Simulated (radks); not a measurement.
Question: The table gives one normalised radial function P(r) = r R(r) (large component) of Rh+ in [Kr] 4d8 (r in bohr). Method: Dirac Kohn-Sham, PBEsol, spin-unpolarised, spherical densities, finite nucleus; open shells are shared between the two j in proportion to 2j + 1; Fermi nuclear charge, rms radius 4.4945 fm; computed with a radial shooting solver on a logarithmic mesh with Libxc functionals.

| r | P |
|---|---|
| 0.00192 | 0.0000 |
| 0.002182 | 0.0000 |
| 0.0025 | 0.0000 |
| 0.002864 | 0.0001 |
| 0.003281 | 0.0001 |
| 0.003759 | 0.0001 |
| 0.004307 | 0.0002 |
| 0.004934 | 0.0003 |
| 0.005653 | 0.0004 |
| 0.006477 | 0.0006 |
| 0.007361 | 0.0009 |
| 0.008434 | 0.0013 |
| 0.009662 | 0.0019 |
| 0.01107 | 0.0027 |
| 0.01268 | 0.0040 |
| 0.01453 | 0.0058 |
| 0.01665 | 0.0085 |
| 0.01907 | 0.0123 |
| 0.02185 | 0.0177 |
| 0.02483 | 0.0249 |
| 0.02845 | 0.0355 |
| 0.0326 | 0.0502 |
| 0.03735 | 0.0705 |
| 0.04279 | 0.0982 |
| 0.04902 | 0.1354 |
| 0.05616 | 0.1846 |
| 0.06434 | 0.2484 |
| 0.07372 | 0.3298 |
| 0.08378 | 0.4244 |
| 0.09599 | 0.5455 |
| 0.11 | 0.6876 |
| 0.126 | 0.8484 |
| 0.1444 | 1.0222 |
| 0.1654 | 1.1997 |
| 0.1895 | 1.3682 |
| 0.2171 | 1.5121 |
| 0.2487 | 1.6146 |
| 0.2827 | 1.6594 |
| 0.3238 | 1.6419 |
| 0.371 | 1.5541 |
| 0.4251 | 1.4016 |
| 0.487 | 1.1989 |
| 0.5579 | 0.9675 |
| 0.6392 | 0.7325 |
| 0.7323 | 0.5171 |
| 0.839 | 0.3376 |
| 0.9536 | 0.2087 |
| 1.093 | 0.1140 |
| 1.252 | 0.0560 |
| 1.434 | 0.0244 |
| 1.643 | 0.0093 |
| 1.882 | 0.0031 |
| 2.157 | 0.0009 |
| 2.471 | 0.0002 |
| 2.831 | 0.0000 |
| 3.217 | 0.0000 |
| 3.686 | 0.0000 |
| 4.223 | 0.0000 |
| 4.838 | 0.0000 |
| 5.543 | 0.0000 |

Which n and l does it have? It may be an empty orbital.

Answer: n = 3, l = 2: the number of nodes gives n - l - 1 = 0, the rise at small r points to l (this Dirac orbital starts outside the nucleus as r^gamma with gamma = sqrt((l + 1)^2 - (Z/c)^2) = 2.98; the j = 5/2 orbital of l + 1 starts with the same power, but with a smaller coefficient, and then steepens), and the extent must fit the shell. The curve is that of 3d5/2; the two j differ most near the nucleus, where j = l - 1/2 has the larger amplitude, and in heavy atoms j = l - 1/2 is also the more compact. 3d5/2: eigenvalue -305.96 eV, 0 radial nodes, <r> = 0.372 bohr, 90 % of the charge inside 0.591 bohr.
